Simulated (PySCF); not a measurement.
F(2+) (fluorine, charge +2): LDA calculation

Configuration: [He] 2s1 2p3 3d1, high-spin 6D determinant (an excited configuration). Computed with PySCF 2.14 in aug-cc-pVQZ with one added diffuse shell each of s, p, d, f, g type (7s6p5d4f3g, 105 functions), with the non-relativistic Hamiltonian (point nucleus).

- Total energy: -95.0709 hartree
- One-electron energy: -120.6241 hartree
- Hartree (Coulomb) energy: 34.0056 hartree
- Exchange-correlation energy: -8.4524 hartree
- Kinetic energy: 94.81453 hartree
- ⟨S²⟩: 8.7500
- ⟨L²⟩: 6.001
- Sum of ⟨r⟩: 6.758 bohr
- Sum of ⟨r²⟩: 14.40 bohr²
- Traceless quadrupole moment −½Σ⟨3z² − r²⟩ along its main axis: 3.13 e·bohr²
- Density at the nucleus (Gaussians lack the cusp): 427 bohr⁻³
- Spin density at the nucleus: 13.7 bohr⁻³
- Langevin diamagnetic susceptibility: -11.4 ×10⁻⁶ cm³/mol

```tsv
shell	electrons	mean orbital energy (hartree)	spread (hartree)	rms radius, mean of both spins (bohr)
1s α	1	-26.62862	0	0.205
1s β	1	-26.44277	0	0.205
2s α	1	-3.06078	0	0.958
2p α	3	-2.40393	0.00681	0.922
3d α	1	-0.45373	0	3.29
```

The outer electron is Rydberg-like, and this basis confines it to a smaller radius and binds it less than a complete one would.
